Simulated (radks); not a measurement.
Valence configurations of the argon ion Ar2+ (all share [Ne]). All-electron calculation, scalar-relativistic Kohn-Sham, BLYP, spin-polarised, spherical densities, point nucleus; open shells are filled with parallel spins first. Program: a radial shooting solver on a logarithmic mesh with Libxc functionals. Energies are relative to 3s2 3p4; eigenvalues in eV for spin up.

valence,E (eV),moment (Bohr magnetons),e(3p),e(3s)
3s2 3p4,0.000,2,-36.262,-51.424
3s1.5 3p4.5,7.500,2,-36.560,-51.769
3s1 3p5,15.004,2,-36.854,-52.110
3p6,31.489,0,-36.297,-

NIST lists [Ne] 3s2 3p4 as the ground configuration; this level of theory agrees among the configurations tried. The energies are those of spherical high-spin densities, not of single terms.
